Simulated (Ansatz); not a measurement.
Born–Oppenheimer molecular dynamics of Cl3GeH (5 atoms, charge 0, multiplicity 1). It starts from a relaxed structure.

Method: Ansatz 0.2.0, RHF/def2-SVP.

```json
{
 "ensemble": "NVE (velocity Verlet)",
 "time step": "2 fs",
 "steps asked": "40",
 "starting velocities drawn for": "1000 K",
 "seed": "19529"
}
```

First frame:

```xyz
5
Properties=species:S:1:pos:R:3
Ge 0.000 0.000 0.011
H 0.000 0.000 1.523
Cl 2.003 0.000 -0.734
Cl -1.001 1.734 -0.734
Cl -1.001 -1.734 -0.734
```

Task: How far do the bonds stretch over the last three quarters of this one trajectory? (Pairs bonded in most of those frames.)

Result: 
```tsv
bond	mean (Å)	spread (Å)	shortest	longest
Ge1–H2	1.519	0.028	1.47	1.56
Ge1–Cl3	2.144	0.033	2.10	2.20
Ge1–Cl4	2.145	0.006	2.14	2.15
Ge1–Cl5	2.159	0.049	2.08	2.22
```

Mean temperature of the second half: 443 K. The conserved energy stayed within 1.4 meV per atom of its start (net change 0.65 meV per atom), so the integration is sound. Over the second half the temperature averaged 0.44 of the 1000 K drawn at the start: a run that starts near a minimum puts about half its kinetic energy into the potential. A step of 2 fs is long for free X–H stretches (periods near 10 fs) and can bias their spread and the temperature. A run of 0.08 ps of so small a system gives no equilibrium averages.

The run took 72 s on 1 thread of Arm Neoverse V2, on a shared host, peak memory 0.19 GiB.
